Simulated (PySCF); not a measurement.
**Correlation energy of Zn (zinc, neutral)**

[Ar] 3d10 4s2, closed-shell 1S. Computed with PySCF 2.14 in cc-pVDZ-PP with ECP10MDF (4s4p3d1f, 38 functions), with a scalar-relativistic core potential. Frozen: 3s2 3p6; 12 electrons correlated.

MP2 pair energies summed by pair of shells (mhartree):

```tsv
pair	energy	share (%)
3d-3d	-368.97	88.0
3d-4s	-29.46	7.0
4s-4s	-21.05	5.0
```

Total MP2 correlation energy: -419.48 mhartree.

Same-spin part -149.74 and opposite-spin part -269.74 mhartree; SCS-MP2 scales them by 1/3 and 6/5 to -373.60 mhartree.

```json
{"level": "CCSD", "correlation energy (mhartree)": "-389.19"}
{"level": "(T)", "correlation energy (mhartree)": "-9.33"}
{"level": "CCSD(T)", "correlation energy (mhartree)": "-398.52"}
```

Diagnostics: T1 = 0.011, D1 = 0.0267, largest double amplitude 0.099.

Q: Is a single reference adequate?

A: Mostly. T1 lies below 0.03, but a double amplitude of this size points to a near-degeneracy that CCSD handles and MP2 describes poorly.
